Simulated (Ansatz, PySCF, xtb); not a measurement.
Noncovalent pair: PH3 (SMILES P) (first 4 atoms) with Si2H6 (SMILES [SiH3][SiH3]); geometry from B3LYP-D3(BJ)/def2-TZVP, rigid monomers moved along the line of their centres of mass till H4···Si5 is 3.10 Å.
(charge 0, multiplicity 1):
| atom | x (Å) | y (Å) | z (Å) |
|---|---|---|---|
| P | -0.3602 | 0.2282 | -0.0754 |
| H | 0.7813 | -0.1793 | 0.6606 |
| H | 0.3673 | 1.1782 | -0.8387 |
| H | -0.7495 | 1.1836 | 0.8977 |
| Si | 0.6565 | 0.8478 | 3.6356 |
| Si | -0.8288 | -0.9656 | 3.5737 |
| H | 0.0027 | 2.0727 | 3.1156 |
| H | 1.8578 | 0.5650 | 2.8143 |
| H | 1.0858 | 1.0970 | 5.0338 |
| H | -2.0136 | -0.6810 | 4.4193 |
| H | -0.1618 | -2.1872 | 4.0861 |
| H | -1.2894 | -1.2252 | 2.1886 |

Counterpoise-corrected where a basis set is named; no monomer relaxation. Rows marked so take none.

Correlated levels freeze the cores. Rows in 6-311+G**, 6-31G* carry no dispersion term and start afresh at each structure (6-31G* with six Cartesian d functions). MP2/6-31G* freezes PySCF's default core.

Codes used: Ansatz (Gaussian orbitals); PySCF for 6-311+G** rows, 6-31G* rows, the dispersion terms; xtb for the GFN methods. Each number belongs to the level named beside it.

| level | interaction energy (meV) |
|---|---|
| GFN1-xTB | -124.0 |
| HF/aug-cc-pV(D+d)Z | 182.0 |
| B3LYP/6-31G* | 135.6 |
| B3LYP/6-311+G** (no counterpoise) | 126.0 |
| B3LYP-D4/def2-TZVPPD | -32.1 |
| PBE0/def2-TZVPPD | 44.6 |
| MP2/6-31G* (no counterpoise) | 47.1 |
| CCSD/aug-cc-pV(D+d)Z | 40.5 |
| CCSD(T)/aug-cc-pV(D+d)Z | ___ |

What belongs in the gaps?


- CCSD(T)/aug-cc-pV(D+d)Z, interaction energy (meV): 17.7

Ansatz is a program for electronic structure.
